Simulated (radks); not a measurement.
Task: Method: scalar-relativistic Kohn-Sham, LDA (Slater exchange, VWN5 correlation), spin-polarised, spherical densities, finite nucleus; Fermi nuclear charge, rms radius of each element as measured or else 0.836 A^(1/3) + 0.57 fm; computed with a radial shooting solver on a logarithmic mesh with Libxc functionals. Response by self-consistent Sternheimer equations with the Hartree and adiabatic LDA kernel, the relativistic mass of each level held fixed and spin-orbit coupling left out. Rank Mg2+, P5+, Al3+, Ar8+, Ne, Si4+, Cl7+, S6+ (NIST ground configurations) by static dipole polarisability, largest first.

Result: Ne 3.055, Mg2+ 0.5134, Al3+ 0.2831, Si4+ 0.1713, P5+ 0.1105, S6+ 0.07490, Cl7+ 0.05270, Ar8+ 0.03823 bohr^3.
